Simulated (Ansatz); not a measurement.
Reaction (ligand exchange at the Si–O bond): `N[SiH2]OCO` + `N=C(F)S` → `N=C(F)S[SiH2]N` + `OCO`

Calculated with Ansatz (gas phase, PBE0-D4/def2-TZVP geometries, no zero-point term in ΔE). CCSD(T)/CBS is the MP2 limit (def2-TZVPP, def2-QZVPP) plus CCSD(T) − MP2 in def2-TZVPP, frozen cores. This one scheme is used for every species. One conformer a species, not always the lowest.

| species | MP2/CBS(def2) energy (Eh) |
| --- | --- |
| `N[SiH2]OCO` | -536.38551 |
| `N=C(F)S` | -591.44027 |
| `N=C(F)S[SiH2]N` | -937.05694 |
| `OCO` | -190.75646 |

Work out ΔE.

ΔE = (-937.05694) + (-190.75646) − (-536.38551) − (-591.44027) = 0.01238 Eh = +7.8 kcal/mol. CCSD(T)/CBS gives +8.3 kcal/mol.

Largest T1 diagnostic among the species: 0.014.

From PBE to PBE0 (25 % exact exchange), in def2-TZVPP and without D4, ΔE moves by +0.7 kcal/mol. In def2-TZVPP, CCSD(T) changes the Hartree–Fock value by −3.1 kcal/mol (the triples alone add −0.6 kcal/mol) and MP2 by −3.6 kcal/mol.
